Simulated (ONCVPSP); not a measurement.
## magnesium (Mg): variants of one ONCV potential

Base potential:

magnesium, optimised norm-conserving Vanderbilt (ONCV), made with ONCVPSP 4.0.1 (PBE, scalar-relativistic). Core [He], reference 2s2 2p6 3s2. Waves: 2s+3s: rc 1.45 bohr, ncon 4, nbas 8, qcut 7.2 1/bohr, 2 projectors; 2p: rc 0.80 bohr, ncon 4, nbas 7, qcut 19.8 1/bohr, 3 projectors, debl 1.1 Ha. Local part: polynomial inside 0.60 bohr (lpopt 5, dvloc0 1 Ha). Core correction: Teter function, fcfact 2, rcfact 1.6.

In the p channel the program set the typed energies aside and used -1.713, 0.250, 1.350 Ha.

All-electron outer shells of the reference configuration (PBE, scalar-relativistic, ld1.x):

| shell | level (eV) | outermost node (bohr) | outermost maximum (bohr) |
| --- | --- | --- | --- |
| 1s | -1259.65 | – | 0.09 |
| 2s | -79.85 | 0.18 | 0.54 |
| 2p | -46.61 | – | 0.48 |
| 3s | -4.70 | 0.90 | 2.56 |

Cutoffs, loose and tight: the cutoffs (Ha) at which the residual kinetic energy of the hardest occupied pseudo-wave falls to 1 and 0.1 mHa per electron. They do not see the model core or the augmentation charge, which bear on the density cutoff. Test errors are all-electron minus pseudo excitation energies from the reference, over the configurations 2s2 2p6 3s1; 2s2 2p6 3s0; 2s2 2p6 3s1.5; 2s2 2p6 3s0 3p1. A dash means not determined; rows that change the core or the reference have their own tests.

| change | outcome | cutoff, loose | cutoff, tight | bound ghosts | GHOST(+) flags above zero | largest test error (meV) |
| --- | --- | --- | --- | --- | --- | --- |
| base | generated, projector energies reset by the program | 126 Ha | 148 Ha | none | none | -1.3 |
| p: qcut 12.1 | generated, projector energies reset by the program | 185 Ha | 236 Ha | none | p | -1.5 |
| p: qcut 13.4 | generated, projector energies reset by the program | 90 Ha | 217 Ha | none | p | -1.5 |
| p: qcut 16.4 | generated, projector energies reset by the program | 106 Ha | 121 Ha | none | none | -1.4 |
| p: qcut 17.4 | generated, projector energies reset by the program | 112 Ha | 129 Ha | none | none | -1.4 |
| p: qcut 19.5 | generated, projector energies reset by the program | 124 Ha | 146 Ha | none | none | -1.3 |
| p: qcut 21.6 | generated, projector energies reset by the program | 133 Ha | 157 Ha | none | none | -1.3 |
| p: qcut 23.9 | generated, projector energies reset by the program | 148 Ha | 177 Ha | none | none | -1.2 |
| p: qcut 26 | generated, projector energies reset by the program | 137 Ha | 163 Ha | none | p | -1.3 |
| p: qcut 27.3 | generated, projector energies reset by the program | 159 Ha | 191 Ha | none | none | -1.5 |

**Question.** What comes out with this change to the base: p: qcut 29.3?

**Answer.** outcome: generated, projector energies reset by the program; cutoff, loose: 141 Ha; cutoff, tight: 169 Ha; bound ghosts: none; GHOST(+) flags above zero: none; largest test error (meV): -1.3.

Reading the sweep of the qcut of the p channel (base included, trends over the rows without a ghost): The loose cutoff is not monotonic: lowest 90 Ha at 13.4 1/bohr, highest 185 Ha at 12.1 1/bohr. The median size of the test errors (rows with all tests solved) stays near 0.4 meV.
